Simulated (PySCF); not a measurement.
Nb(S)(F)(NH2)2 (FH₄N₂NbS), SMILES [S]=[Nb]([F])([NH2])[NH2], multiplicity 1. Atoms are numbered in the order given.

```xyz
9

Nb    -0.1897     0.0309     0.0000
S      1.9678     0.0279     0.0000
F     -0.9600     1.7559     0.0000
N     -0.7943    -0.9064    -1.6199
H     -1.7733    -1.1082    -1.8263
H     -0.2003    -1.3054    -2.3443
N     -0.7943    -0.9064     1.6199
H     -0.2003    -1.3054     2.3443
H     -1.7733    -1.1082     1.8263
```

The structure is a stationary point at B3LYP-D3(BJ)/def2-SVP. The multiplicity is an assumed one; other spin states were not compared. The def2 effective core potentials stand for the cores of Nb; spin–orbit coupling is left out. Other conformers were not sampled.

The numbers are results of CAM-B3LYP/def2-TZVP in PySCF, not measurements.

The molecule is in vacuum.

Task: Estimate the frontier levels, gap, dipole moment and polarisability. (The exact figures need the calculation; the answer reports its results.)

Result: 
```json
{
  "highest_occupied_level": "-8.86 eV",
  "lowest_empty_level": "-0.78 eV",
  "orbital_gap": "8.08 eV",
  "dipole_moment": "4.30 D",
  "quadrupole, principal values (traceless, Buckingham form, about the centre of nuclear charge)": "-10.90, 2.08, 8.82 D·Å",
  "mean_static_polarisability": "75.9 bohr³ (11.24 Å³)",
  "polarisability_principal_values": "60.0, 73.9, 93.7 bohr³"
}
```
